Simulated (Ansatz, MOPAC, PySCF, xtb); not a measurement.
Dimer: HCl (SMILES Cl) (first 2 atoms) with N2 (SMILES N#N); geometry from B3LYP-D3(BJ)/def2-TZVP, rigid monomers moved along the line of their centres of mass till H2···N3 is 2.67 Å.
(charge 0, multiplicity 1):
```xyz
4

Cl    -0.17971    -0.27931    -0.32261
H     -0.16222    -0.20767     0.95905
N     -0.12476    -0.05682     3.62627
N     -0.10858     0.00489     4.71467
```

Counterpoise-corrected where a basis set is named; no monomer relaxation.

The state that PM3 reach isn't checked.

Run with Ansatz (an electronic-structure program) with Gaussian orbitals; MOPAC for PM3 (differences of heats of formation); PySCF for the dispersion terms; xtb for the GFN methods. Each number belongs to the level named beside it.

Task: One of these levels gives -0.55 kcal/mol for the interaction energy. Which?
A. GFN-FF
B. PM3
C. PBE-D3(BJ)/def2-TZVPPD

Result: B, PM3. The others give -1.06 (GFN-FF), -1.37 (PBE-D3(BJ)/def2-TZVPPD)
